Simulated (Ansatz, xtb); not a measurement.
# GeH6NOP: which of two structures lies lower

We compare I, `[NH2][GeH2][O]P`, a singlet, with II, a singlet given by its coordinates. Both are isolated molecules in the gas phase, relaxed with PBE0-D3(BJ)/pcseg-1; the shapes shown needn't be the lowest conformers.

I (Å):

```json
{"atom": "Ge", "x (Å)": "0.3993", "y (Å)": "-1.4430", "z (Å)": "1.3045"}
{"atom": "N", "x (Å)": "1.0137", "y (Å)": "-2.4129", "z (Å)": "2.7318"}
{"atom": "O", "x (Å)": "0.2608", "y (Å)": "0.3316", "z (Å)": "1.7528"}
{"atom": "P", "x (Å)": "-0.2677", "y (Å)": "1.4928", "z (Å)": "0.6888"}
{"atom": "H", "x (Å)": "1.9468", "y (Å)": "-2.1524", "z (Å)": "3.0389"}
{"atom": "H", "x (Å)": "0.3955", "y (Å)": "-2.4000", "z (Å)": "3.5385"}
{"atom": "H", "x (Å)": "1.4135", "y (Å)": "-1.5210", "z (Å)": "0.1573"}
{"atom": "H", "x (Å)": "-1.0155", "y (Å)": "-1.9082", "z (Å)": "0.9400"}
{"atom": "H", "x (Å)": "-1.4381", "y (Å)": "0.8535", "z (Å)": "0.1421"}
{"atom": "H", "x (Å)": "0.5010", "y (Å)": "1.1618", "z (Å)": "-0.4847"}
```

II (Å):

```json
{"atom": "Ge", "x (Å)": "-0.0787", "y (Å)": "-0.8056", "z (Å)": "-0.2862"}
{"atom": "N", "x (Å)": "-0.2107", "y (Å)": "-0.7469", "z (Å)": "1.9774"}
{"atom": "O", "x (Å)": "0.2105", "y (Å)": "-2.6342", "z (Å)": "-0.0698"}
{"atom": "P", "x (Å)": "-2.5130", "y (Å)": "-0.9564", "z (Å)": "-0.3159"}
{"atom": "H", "x (Å)": "0.4179", "y (Å)": "-0.1058", "z (Å)": "2.4583"}
{"atom": "H", "x (Å)": "-1.1548", "y (Å)": "-0.6238", "z (Å)": "2.3445"}
{"atom": "H", "x (Å)": "0.0862", "y (Å)": "-1.7056", "z (Å)": "2.1716"}
{"atom": "H", "x (Å)": "-0.5924", "y (Å)": "-3.1696", "z (Å)": "-0.1176"}
{"atom": "H", "x (Å)": "-2.5365", "y (Å)": "-1.7350", "z (Å)": "-1.5133"}
{"atom": "H", "x (Å)": "-2.7478", "y (Å)": "0.2756", "z (Å)": "-0.9975"}
```

Close contacts (Å): Ge1–N2 2.27, Ge1–O3 1.86, Ge1–P4 2.44, N2–H5 1.02, N2–H6 1.02, N2–H7 1.02, O3–H8 0.97, P4–H9 1.43, P4–H10 1.43.

**Question.** Estimate E(II) − E(I) at the level CCSD(T)/def2-SVP + ΔMP2/def2-TZVPP.

**Answer.** Too close to call at this level: CCSD(T)/def2-SVP + ΔMP2/def2-TZVPP gives E(II) − E(I) = +0.27 kcal/mol.

Level by level:

```tsv
level	geometry	E(II) − E(I) (kcal/mol)	departure from the last row (kcal/mol)	job, with rough time for the two
PBE0-D3(BJ)/pcseg-1	PBE0-D3(BJ)/pcseg-1	−13.20	−13.46	optimisation, 2.5 min
HF/def2-SVP	PBE0-D3(BJ)/pcseg-1	+3.02	+2.75	part of the CCSD(T) run
MP2/def2-SVP	PBE0-D3(BJ)/pcseg-1	−0.37	−0.64	part of the CCSD(T) run
CCSD(T)/def2-SVP	PBE0-D3(BJ)/pcseg-1	−2.08	−2.34	single point
CCSD(T)/def2-SVP + ΔMP2/def2-TZVPP	PBE0-D3(BJ)/pcseg-1	+0.27		single point, 40 s
```

The largest departure from CCSD(T)/def2-SVP + ΔMP2/def2-TZVPP is that of PBE0-D3(BJ)/pcseg-1, 13.46 kcal/mol. Levels run at GFN2-xTB geometries aren't shown. The last row adds to CCSD(T) the change of the MP2 difference between the two basis sets, here +2.34 kcal/mol.

With harmonic frequencies from PBE0-D3(BJ)/pcseg-1 (ideal gas, rigid rotor, one conformer each, 400 K, 1 atm): on the last row, ΔE + ΔZPE = +3.32 kcal/mol. A mode under 50 cm⁻¹ makes harmonic enthalpies and free energies unreliable, so none is given.

The correlated steps freeze 16 core orbitals; the filled d shell of Ge is correlated, in a basis made for valence electrons. Run with Ansatz 0.2.0; the last row on 2 threads of Arm Neoverse V1 on a shared host.
